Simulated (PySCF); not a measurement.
BN (SMILES [B]=[N]), triplet, at a GFN2-xTB geometry; DF-B3LYP/aug-cc-pVDZ (PySCF).

Here is a job for PySCF.
```python
from pyscf import gto, scf, dft
import numpy

mol = gto.Mole()
mol.atom = '''
    B    -0.00000000   -0.00000000   -0.73991806
    N     0.00000000    0.00000000    0.52851290
'''
mol.basis = 'aug-cc-pvdz'
mol.spin = 2
mol.verbose = 4
mol.build()
print('smallest overlap eigenvalue', numpy.linalg.eigvalsh(mol.intor('int1e_ovlp'))[0])

mf = dft.UKS(mol)
mf.xc = 'b3lyp'
mf = mf.density_fit(auxbasis='def2-universal-jkfit')
mf = scf.addons.remove_linear_dep_(mf, threshold=1e-8, lindep=1e-8)
mf.kernel()
```

The log (banner, timings and long lists left out):

```
PySCF version 2.14.0

[INPUT] verbose = 4
[INPUT] num. atoms = 2
[INPUT] num. electrons = 12
[INPUT] charge = 0
[INPUT] spin (= nelec alpha-beta = 2S) = 2
[INPUT] symmetry False subgroup None
[INPUT] Mole.unit = angstrom
[INPUT] Symbol           X                Y                Z      unit          X                Y                Z       unit  Magmom
[INPUT]  1 B      0.000000000000   0.000000000000  -0.739918060000 AA    0.000000000000   0.000000000000  -1.398242488019 Bohr   0.0
[INPUT]  2 N      0.000000000000   0.000000000000   0.528512900000 AA    0.000000000000   0.000000000000   0.998744634300 Bohr   0.0

nuclear repulsion = 14.6016637611873
number of shells = 16
number of NR pGTOs = 70
number of NR cGTOs = 46
basis = aug-cc-pvdz
ecp = {}
input.py:18: DeprecationWarning: remove_linear_dep_ is deprecated and will be removed in a future release. Linear dependency handling is now built into the SCF procedure by default. Linear dependency removal can be controlled using the following settings:
  pyscf.scf.hf.remove_overlap_zero_eigenvalue = True
  pyscf.scf.hf.overlap_zero_eigenvalue_threshold = 1e-6

  mf = scf.addons.remove_linear_dep_(mf, threshold=1e-8, lindep=1e-8)
smallest overlap eigenvalue 0.002571719988794595

******** <class 'pyscf.df.df_jk.DFUKS'> ********
method = DFUKS
initial guess = minao
damping factor = 0
level_shift factor = 0
DIIS = <class 'pyscf.scf.diis.CDIIS'>
diis_start_cycle = 1
diis_space = 8
diis_damp = 0
SCF conv_tol = 1e-09
SCF conv_tol_grad = None
SCF max_cycles = 50
direct_scf = False
number electrons alpha = 7  beta = 5
XC library pyscf.dft.libxc version 7.1.2
    S. Lehtola, C. Steigemann, M. J. T. Oliveira, and M. A. L. Marques,  SoftwareX 7, 1–5 (2018)
XC functionals = b3lyp
    P. J. Stephens, F. J. Devlin, C. F. Chabalowski, and M. J. Frisch,  J. Phys. Chem. 98, 11623 (1994)
radial grids:
    Treutler-Ahlrichs [JCP 102, 346 (1995); DOI:10.1063/1.469408] (M4) radial grids

becke partition: Becke, JCP 88, 2547 (1988); DOI:10.1063/1.454033
pruning grids: <function nwchem_prune>
grids dens level: 3
symmetrized grids: False
atomic radii adjust function: <function treutler_atomic_radii_adjust>
small_rho_cutoff = 0
Set gradient conv threshold to 3.16228e-05
tot grids = 27952
******** <class 'pyscf.df.df.DF'> ********
auxbasis = def2-universal-jkfit
init E= -79.5296830907806

cycle= 1 E= -79.3965723109794  delta_E= 0.133  |g|= 0.196  |ddm|= 1.25
cycle= 2 E= -79.2651614807594  delta_E= 0.131  |g|= 0.53  |ddm|= 0.55
cycle= 3 E= -79.4232605717815  delta_E= -0.158  |g|= 0.0173  |ddm|= 0.412
cycle= 4 E= -79.4236329142562  delta_E= -0.000372  |g|= 0.00806  |ddm|= 0.0409
cycle= 5 E= -79.4237072469762  delta_E= -7.43e-05  |g|= 0.00271  |ddm|= 0.0127
cycle= 6 E= -79.4237236899129  delta_E= -1.64e-05  |g|= 0.000767  |ddm|= 0.00793
cycle= 7 E= -79.4237261690805  delta_E= -2.48e-06  |g|= 0.000229  |ddm|= 0.00374
cycle= 8 E= -79.4237263451165  delta_E= -1.76e-07  |g|= 6.91e-05  |ddm|= 0.000808
cycle= 9 E= -79.4237263630963  delta_E= -1.8e-08  |g|= 1.28e-05  |ddm|= 0.000309
cycle= 10 E= -79.4237263635973  delta_E= -5.01e-10  |g|= 1.87e-06  |ddm|= 4.74e-05
Extra cycle  E= -79.4237263636054  delta_E= -8.09e-12  |g|= 1.46e-06  |ddm|= 4.5e-06
converged SCF energy = -79.4237263636054  <S^2> = 2.0031328  2S+1 = 3.0020878
```
